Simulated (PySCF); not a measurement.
# ZrBr and its ions

PBE0; basis Zr def2-TZVPPD with ECP28, Br def2-TZVPPD; scalar-relativistic core potentials; PySCF 2.14. Neutral (UKS): quartet (σ ↑, π ↑, δ ↑), Re = 2.520 Å, ωe = 263 cm⁻¹, HOMO -4.75 eV, LUMO -2.23 eV.

ZrBr⁺ (UKS): triplet (σ ↑, δ ↑), Re = 2.377 Å, ωe = 334 cm⁻¹. The energies at the minima are -2620.85579 hartree for ZrBr and -2620.61877 for ZrBr⁺.

(1) Work out the adiabatic ionisation energy, without and with harmonic zero-point energies (1 hartree = 27.2114 eV, 1 eV = 8065.5 cm⁻¹), and the change of the bond length.

ZrBr⁻ (UKS): triplet (π ↑, δ ↑), Re = 2.622 Å, ωe = 204 cm⁻¹. The energies at the minima are -2620.85579 hartree for ZrBr and -2620.89263 for ZrBr⁻.

(2) Work out the adiabatic electron affinity, without and with harmonic zero-point energies (1 hartree = 27.2114 eV, 1 eV = 8065.5 cm⁻¹), and the change of the bond length.

De is left out where the level can put another filling of the metal’s s and d shells below the measured ground configuration, by anything from nothing to about 1 eV. These are scalar-relativistic numbers at best; spin–orbit coupling would shift them, the dissociation energy most. The highest Kohn–Sham level is positive in this anion. Much of that is self-interaction error, but it also means that the finite basis helps to hold the extra electron. The state is the lowest single determinant that the PBE0 search found; with open d or f shells the true ground state can be another one.

Results:

(1) At PBE0: 0.23702 hartree = 6.450 eV between the minima; the zero-point term (334.0 − 263.0)/2 cm⁻¹ = +0.004 eV makes it 6.454 eV. Re changes by -14.3 pm against the neutral. The electron leaves a π orbital; in so polar a molecule the change of length follows mostly from the change of the ionic charges.

(2) At PBE0: 0.03684 hartree = 1.002 eV between the minima; the zero-point term (263.0 − 204.0)/2 cm⁻¹ = +0.004 eV makes it 1.006 eV. Re changes by +10.2 pm against the neutral. The electron enters a σ orbital; in so polar a molecule the change of length follows mostly from the change of the ionic charges.
